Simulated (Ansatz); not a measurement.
A run for Ansatz (a quantum-chemistry and plane-wave program): R-B3LYP/def2-TZVPPD on CH2O2 (a complex). Files ending in .json are basis or fitting sets from the Basis Set Exchange.

Ansatz 0.2 input:
```yaml
crystal:
  periodic: [false, false, false]
  atoms:
    - {symbol: O, position_ang: [0.50265137, -0.48885925, -0.95778760]}
    - {symbol: C, position_ang: [-0.00848716, 0.07421414, -0.08262689]}
    - {symbol: O, position_ang: [-0.52000355, 0.63784891, 0.79265810]}
    - {symbol: H, position_ang: [-0.10425463, 0.03910725, 3.50442295]}
    - {symbol: H, position_ang: [0.13007456, -0.26228641, 4.14331887]}
basis:
  gaussian:
    orbitals: def2-TZVPPD.json
hamiltonian:
  xc: {name: B3LYP}
scf: {lower_state_search: off}
```

Output:

```
WARN ansatz: RAYON_NUM_THREADS=1 ignored (pool sized by the plan → 1); use --threads N
Functional definition: B3LYP
these checks for a lower state are left out or cut short: stability, starts, cluster_reference, orbital_swaps, neighbouring_geometries, increment
integrals: 0.04 GiB planned
660 factors; their error is unknown
mean field: 0.43 GiB planned
mean field evaluation 1: about -5161.8279 eV, gradient 5.4e1 eV
mean field evaluation 2: about -5155.3231 eV, gradient 8.4e1 eV
mean field evaluation 4: about -5166.0845 eV, gradient 1.2e0 eV
mean field evaluation 8: about -5166.1027 eV, gradient 2.3e-1 eV
mean field evaluation 16: about -5166.1027 eV, gradient 1.4e-5 eV
mean field -5166.10273476 eV, -189.8507737924 hartree, gradient 2.0e-6 eV, S^2 0.000000; 0 other end points of the search recorded, 0 dependent functions left out
reference -5166.10300194 eV, -189.8507836110 hartree; 12, 12 occupied and 139, 139 virtual orbitals, 660 factors
Total energy: -5166.10300194 eV, -189.8507836110 hartree
Checks for a lower state left out: stability, starts, cluster_reference, orbital_swaps, neighbouring_geometries, increment
```

Self-consistency was reached.

Cost: roughly 1.6 core-seconds.
